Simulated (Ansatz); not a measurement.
CH4Si, SMILES `C[SiH]` (excited triplet) (charge 0, multiplicity 3). This triplet is an excited state, 1.01 eV above the relaxed singlet at the level composite: frozen-core CCSD(T) with HF/cc-pVQZ and the correlation energy extrapolated as X^-3 from cc-pVTZ and cc-pVQZ, plus CCSDT(Q) minus CCSD(T) in cc-pVDZ // PBE0-D3(BJ)/def2-TZVP (Ansatz, a program for electronic structure).

Cartesian coordinates (Å):
```xyz
6

C     -0.5958     0.0480    -0.0178
Si     1.2149     0.5174    -0.2454
H     -1.2363     0.8540    -0.3803
H     -0.8193    -0.1181     1.0386
H     -0.8318    -0.8570    -0.5824
H      2.2684    -0.4442     0.1873
```
Charge 0, spin multiplicity 3.

Frozen-core energies in cc-pVTZ from Ansatz at a geometry from PBE0-D3(BJ)/def2-TZVP; the HF reference has <S^2> = 2.01 and the T1 diagnostic is 0.015.

```csv
level,energy (Ha)
HF,-329.08137
MP2,-329.34676
CCSD,-329.37810
CCSD(T),-329.38898
```

Q: Estimate the energies of CCSDT and CCSDT(Q), and give each level's difference from CCSDT(Q).

A: 
```csv
level,energy (Ha),difference from CCSDT(Q) (mHa)
MP2,-329.34676,43.61
CCSD,-329.37810,12.28
CCSD(T),-329.38898,1.40
CCSDT,-329.38995,0.43
CCSDT(Q),-329.39038,0.00
```
